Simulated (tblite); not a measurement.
Compound: C6H12BNO.
Numbering: `[CH2:1]=[CH:2][CH2:3][O:4][CH2:5][BH2-:6][N+:7]#[C:8][CH3:9]` (hydrogens: H10, H11 on C1; H12 on C2; H13, H14 on C3; H15, H16 on C5; H17, H18 on B6; H19, H20, H21 on C9)

Structure used (GFN2-xTB), in Å, numbered top down from 1:
```
atom  x, y, z in Å
C1    -1.9740    1.8006   -0.5156
C2    -2.0411    0.8387    0.3850
C3    -1.4145   -0.5124    0.2362
O4    -0.6690   -0.5999   -0.9471
C5     0.0465   -1.8284   -1.0848
B6     1.3229   -2.0418   -0.0363
N7     1.8383   -0.6655    0.0791
C8     1.8415    0.4835    0.0160
C9     1.8932    1.9101   -0.0428
H10   -2.4447    2.7577   -0.3660
H11   -1.4552    1.6441   -1.4457
H12   -2.5730    0.9773    1.3176
H13   -2.2102   -1.2808    0.2444
H14   -0.7768   -0.7092    1.1141
H15    0.3980   -1.8039   -2.1187
H16   -0.6547   -2.6692   -0.9915
H17    2.1651   -2.7318   -0.5090
H18    1.0023   -2.3783    1.0614
H19    1.8313    2.3275    0.9621
H20    2.8215    2.2346   -0.5130
H21    1.0437    2.2639   -0.6277
```

Computed values, GFN2-xTB/tblite, gas phase, harmonic and unscaled. Errors from tens to a few hundred cm⁻¹ against measured bands are possible. Modes of hydrogen on boron can be 10 to 20 % off. One conformer, not necessarily the lowest. The optimisation stopped once no atom felt more than 0.01 eV/Å.

Lowest wavenumbers of the output (negative numbers stand for imaginary wavenumbers):
```
mode    cm-1
  1     -51.2
  2      39.1
  3      49.6
  4      72.8
  5     117.3
  6     161.2
  7     187.6
  8     203.9
  9     235.5
 10     318.4
 11     341.8
 12     381.8
 13     482.0
 14     551.6
 15     571.1
```

**Question.** Is this structure a minimum?

**Answer.** Not by this Hessian. 1 mode is imaginary beyond 20i (51i cm⁻¹), so at this level the point lies at or near a first-order saddle. The curvature is small, so loose convergence or finite differences may be the whole cause.

**Question.** Which atoms move in the imaginary mode?

**Answer.** 51i: H21 (methyl hydrogen) 37 %, H20 (methyl hydrogen) 32 %, H19 (methyl hydrogen) 28 %. These are shares of the mass-weighted motion.

**Question.** What is the remedy?

**Answer.** Step along that mode in both directions, optimise again with tighter thresholds and repeat the frequencies. The zero-point energy of this point (105.4 kcal/mol) counts the 56 real modes alone, and thermal corrections from it aren't those of a minimum.

Time: 2.4 s wall. Hardware: Intel Xeon at 2.50 GHz, one thread, no GPU (shared host). The figure is for the frequency step alone.
